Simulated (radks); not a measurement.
Results of a calculation; reference values are marked as such.
Initial-state core-level shifts of the nickel ion Ni+ when its valence configuration changes from [Ar] 3d9. Code: a radial shooting solver on a logarithmic mesh with Libxc functionals. Model: non-relativistic Kohn-Sham, BLYP, spin-polarised, spherical densities, point nucleus; open shells are filled with parallel spins first. Shifts are changes of the shell-averaged eigenvalues in eV (positive: less bound); the change of the density at the nucleus, which sets a Mossbauer isomer shift, is in e/bohr^3, on a base of 1.495e+04.

valence,1s,2s,3s,3p,density at nucleus
3d8 4s1,-5.697,-6.333,-5.697,-5.568,+8.124
3d8.5 4p0.5,-3.474,-3.716,-3.507,-3.448,+0.458
3d7 4p2,-15.717,-17.078,-15.400,-15.098,+2.895
3d8 4p1,-7.268,-7.817,-7.269,-7.140,+1.090
3d7.5 4s1 4p0.5,-9.845,-10.841,-9.737,-9.528,+9.614
3d7 4s2,-12.987,-14.434,-12.685,-12.396,+18.634
